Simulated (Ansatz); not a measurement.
Gas-phase electronic energies from Ansatz, PBE0-D4/def2-TZVP geometries. CCSD(T)/CBS is the MP2 limit (def2-TZVPP, def2-QZVPP) plus CCSD(T) − MP2 in def2-TZVPP, frozen cores. This one scheme is used for every species, atoms too. DFT in def2-TZVPP. Open shells (•) are unrestricted, without spin–orbit coupling. Spin–orbit coupling would lower the free atoms: a little for Cl. Each species was taken in one conformer, which may not be the lowest.

Consider the hydrogen abstraction from the Si–H bond: `F[SiH2]C[SiH3]` + Cl• → `F[SiH2]C[SiH2]`• + HCl.

CCSD(T)/CBS gives -0.41 eV.

Task: Another level gave -0.39 eV. Which?
A. PBE0-D4/def2-TZVPP
B. PBE-D4/def2-TZVPP
C. CCSD/def2-TZVPP
D. ωB97M-V/def2-TZVPP

Result: D. ωB97M-V -0.39, CCSD/def2-TZVPP -0.31, PBE-D4 -0.64, PBE0-D4 -0.53 eV.

Largest T1 diagnostic among the species: 0.012.

From PBE to PBE0 (25 % exact exchange), in def2-TZVPP and without D4, ΔE moves by +0.10 eV. In def2-TZVPP, CCSD(T) changes the Hartree–Fock value by −0.37 eV (the triples alone add −0.05 eV) and MP2 by −0.50 eV.

CCSD(T)/CBS has its own doubt, a few kJ/mol and more with outer-core shells, so smaller differences from it don't rank the levels.
